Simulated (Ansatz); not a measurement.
Ideal-gas functions of C4H4Se, SMILES `c1cc[se]c1` at 298.15 K and 1 bar, from an Ansatz frequency run at PBE0-D4/def2-TZVP.

Molar mass 131.04 g/mol, point group C2v (symmetry number 2), electronic degeneracy 1, moments of inertia 65.915, 147.204, 213.119 u Å². Harmonic wavenumbers (cm⁻¹, unscaled): 410, 471, 561, 656, 696, 716, 791, 840, 893, 928, 1048, 1100, 1103, 1272, 1385, 1484, 1579, 3206, 3220, 3264, 3267.

Use S(trans) = R[1.5 ln M + 2.5 ln T − 1.1517]; rotational temperatures θ = 24.2544 K / I; S(rot) = R[ln(√π/σ · √(T³/θAθBθC)) + 1.5]; for each mode x = 1.438777 ν̃/T, S = R[x/(eˣ − 1) − ln(1 − e⁻ˣ)] and H = RT x/(eˣ − 1); 1 cm⁻¹ = 0.0119627 kJ/mol; R = 8.31446 J/(mol·K).

Question: By hand: the entropy, in J/(mol·K).

Answer: Translation 169.7. Rotation: θ = 0.368, 0.1648, 0.1138 K, giving 103.2. Vibration, mode by mode: 3.88, 3.07, 2.18, 1.52, 1.30, 1.20, 0.90, 0.74, 0.60, 0.52, 0.32, 0.26, 0.26, 0.13, 0.08, 0.05, 0.04, 0.00, 0.00, 0.00, 0.00, in all 17.1. Electronic 0.0. Sum 290.0 J/(mol·K).

Question: By hand: H − E and G − E in kJ/mol, counted from the electronic energy.

Answer: Zero-point energy ½ × 28890 × 0.0119627 = 172.8; thermal vibration 3.8; translation, rotation and pV give 4 RT = 9.9. H − E = 186.5 kJ/mol, and G − E = 186.5 − 298.15 × 290.0/1000 = 100.0 kJ/mol.

Vibration gives 6 % of the entropy.
